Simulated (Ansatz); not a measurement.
`CBC(C)F` and `CBC(C)C` differ in one atom or group.

Ansatz, PBE0-D4/def2-TZVP geometries, multiplicity 1. Each molecule was computed in one conformer, which needn't be the lowest.

| property | `CBC(C)F` |
| --- | --- |
| HOMO–LUMO gap (PBE0/def2-TZVPP) / eV | 7.30 |
| HOMO energy (ωB97M-V/def2-TZVPP) / eV | -10.68 |
| size of the dipole moment (B3LYP/def2-TZVPP) / D | 1.43 |
| LUMO energy (PBE/def2-TZVPP) / eV | -2.03 |
| size of the dipole moment (ωB97M-V/def2-TZVPP) / D | 1.41 |
| HOMO–LUMO gap (ωB97M-V/def2-TZVPP) / eV | 11.59 |

Question: What does the change do to each property? (Estimate.)

Answer: Computed: 
```json
{"property": "HOMO–LUMO gap (PBE0/def2-TZVPP) / eV", "`CBC(C)C`": "7.34", "shift": "0.04"}
{"property": "HOMO energy (ωB97M-V/def2-TZVPP) / eV", "`CBC(C)C`": "-10.35", "shift": "0.33"}
{"property": "size of the dipole moment (B3LYP/def2-TZVPP) / D", "`CBC(C)C`": "0.40", "shift": "-1.03"}
{"property": "LUMO energy (PBE/def2-TZVPP) / eV", "`CBC(C)C`": "-1.72", "shift": "0.31"}
{"property": "size of the dipole moment (ωB97M-V/def2-TZVPP) / D", "`CBC(C)C`": "0.41", "shift": "-1.00"}
{"property": "HOMO–LUMO gap (ωB97M-V/def2-TZVPP) / eV", "`CBC(C)C`": "11.52", "shift": "-0.07"}
```

Dipoles are sizes alone; their direction can turn.

B3LYP here is the variant with VWN-RPA as its local correlation; programs differ in this.
